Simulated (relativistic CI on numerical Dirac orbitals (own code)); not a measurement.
# Radial parameters of Pb XIII

Calculated at this level of theory: Dirac-Coulomb-Breit CI, orbitals from a KLI potential per configuration, model QED, unscaled Slater integrals (own radial code, finite nucleus).

Slater integrals F^k, G^k are unscaled and averaged over j, outside the closed core [Kr] 4d10 4f14; ζ comes from projecting the Hamiltonian with its Breit term on Σ l·s of the shell.

- 5s2 5p6 5d2: F^2(5d,5d) = 99960, F^4(5d,5d) = 68530, ζ(5d) = 12401 cm⁻¹; <r>(5d) = 1.062, <r^2>(5d) = 1.266 (bohr units).
- 5s2 5p6 5d 5f: ζ(5d) = 12625, F^2(5d,5f) = 80541, F^4(5d,5f) = 53092, G^1(5d,5f) = 95620, G^3(5d,5f) = 60203, G^5(5d,5f) = 43438, ζ(5f) = 1063.5 cm⁻¹; <r>(5d) = 1.06, <r^2>(5d) = 1.262, <r>(5f) = 1.363, <r^2>(5f) = 2.102 (bohr units).
- 5s2 5p6 5d 6s: ζ(5d) = 12699, G^2(5d,6s) = 26908 cm⁻¹; <r>(5d) = 1.057, <r^2>(5d) = 1.256, <r>(6s) = 1.566, <r^2>(6s) = 2.718 (bohr units).

Task: Give the Racah parameters of the d shell in 5s2 5p6 5d2.

Result: B = F²/49 − 5F⁴/441 = 1263 cm⁻¹ and C = 35F⁴/441 = 5439 cm⁻¹.

In this model ζ of a weakly bound d, f or g electron outside closed shells comes out too small, for d by up to a factor of two or three and at times with the wrong sign; that of an outer p electron is too small as well.

Averages of the first 10 configurations, taken without configuration mixing, which lowers the lowest level and can move excited configurations by several eV; other configurations of the list can lie among them:

| Configuration | Parity | States | Average energy above the lowest level (eV) |
| --- | --- | --- | --- |
| 5s2 5p6 5d2 | even | 45 | 7.2 |
| 5s2 5p6 5d 5f | odd | 140 | 83.9 |
| 5s2 5p6 5d 6s | even | 20 | 55.2 |
| 5s2 5p5 5d3 | odd | 720 | 86.5 |
| 5s2 5p6 5f2 | even | 91 | 162.2 |
| 5s2 5p6 6s2 | even | 1 | 106.0 |
| 5s2 5p6 5d 6p | odd | 60 | 77.5 |
| 5s2 5p6 5d 5g | even | 180 | 133.3 |
| 5s 5p6 5d3 | even | 240 | 153.5 |
| 5s2 5p6 6s 6p | odd | 12 | 127.0 |
